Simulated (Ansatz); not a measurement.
The same ligand exchange along the group O, S, Se.

Isolated molecules relaxed with PBE0-D4/def2-TZVP in Ansatz; ΔE leaves out vibrations. CCSD(T)/CBS is the MP2 limit (def2-TZVPP, def2-QZVPP) plus CCSD(T) − MP2 in def2-TZVPP, frozen cores. This one scheme is used for every species. DFT in def2-TZVPP. Elements past krypton have def2 core potentials. For Hf, Se outer-core shells are correlated without core-valence functions, which leaves a few kJ/mol of doubt a bond. Scalar relativity is left out up to krypton. Each species was taken in one conformer, which may not be the lowest.

```tsv
reaction	CCSD(T)/CBS(def2) (kcal/mol)
`[OH][Hf]([OH])([OH])[F]` + H–F → `[OH][Hf]([OH])([F])[F]` + H₂O	-12.0
`[F][Hf]([SH])([SH])[SH]` + H–F → `[F][Hf]([F])([SH])[SH]` + H₂S	?
`[F][Hf]([SeH])([SeH])[SeH]` + H–F → `[F][Hf]([F])([SeH])[SeH]` + H₂Se	-17.1
```

Fill in the missing values. (Estimate.)

The calculation gave: `[F][Hf]([SH])([SH])[SH]` + H–F → `[F][Hf]([F])([SH])[SH]` + H₂S: -18.5 kcal/mol.

Largest T1 diagnostic: 0.016, for `[F][Hf]([SH])([SH])[SH]`.
